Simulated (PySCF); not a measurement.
Al(Cl)(H)(iPr) (C₃H₈AlCl), SMILES C[CH](C)[AlH][Cl].

The structure is a stationary point at PBE-D3(BJ)/def2-SVP. The values are those of a single conformer.

The numbers are results of PBE-D3(BJ)/def2-SVP run with PySCF, not measurements.

Frequencies are harmonic and unscaled.

| mode | ν (cm⁻¹) | IR (km/mol) | moving atoms (share of kinetic energy) |
|---|---|---|---|
| 1 | 18 | 0.1 | Al 29 %, C 28 %, H 26 %, Cl 18 % |
| 2 | 96 | 2.2 | C 37 %, Cl 32 %, H 18 %, Al 13 % |
| 3 | 173 | 2.8 | H 61 %, C 30 % |
| 4 | 226 | 0.1 | H 97 % |
| 5 | 232 | 2.5 | H 52 %, C 32 %, Cl 13 % |
| 6 | 280 | 7.7 | H 48 %, C 32 %, Al 17 % |
| 7 | 328 | 6.8 | H 44 %, C 43 %, Al 13 % |
| 8 | 450 | 61.0 | H 48 %, Al 24 %, C 22 % |
| 9 | 493 | 56.5 | Al 36 %, Cl 28 %, H 23 %, C 14 % |
| 10 | 566 | 9.2 | H 42 %, C 26 %, Al 25 % |
| 11 | 659 | 252.7 | H 68 %, Al 25 % |
| 12 | 876 | 13.1 | C 61 %, H 38 % |
| 13 | 887 | 3.7 | H 88 %, C 12 % |
| 14 | 932 | 16.4 | H 88 %, C 11 % |
| 15 | 952 | 0.3 | H 76 %, C 24 % |
| 16 | 1082 | 6.5 | C 70 %, H 30 % |
| 17 | 1138 | 0.4 | C 50 %, H 50 % |
| 18 | 1179 | 1.4 | H 58 %, C 42 % |
| 19 | 1258 | 0.1 | H 72 %, C 28 % |
| 20 | 1336 | 0.7 | H 81 %, C 19 % |
| 21 | 1354 | 1.5 | H 81 %, C 19 % |
| 22 | 1405 | 0.3 | H 97 % |
| 23 | 1422 | 9.7 | H 96 % |
| 24 | 1423 | 10.4 | H 96 % |
| 25 | 1432 | 4.9 | H 97 % |
| 26 | 1886 | 191.6 | H 96 % |
| 27 | 2899 | 18.2 | H 93 % |
| 28 | 2942 | 38.7 | H 97 % |
| 29 | 2946 | 42.1 | H 97 % |
| 30 | 3017 | 28.9 | H 91 %, C 9 % |
| 31 | 3022 | 16.7 | H 91 %, C 9 % |
| 32 | 3038 | 19.7 | H 91 %, C 9 % |
| 33 | 3053 | 14.8 | H 91 %, C 9 % |
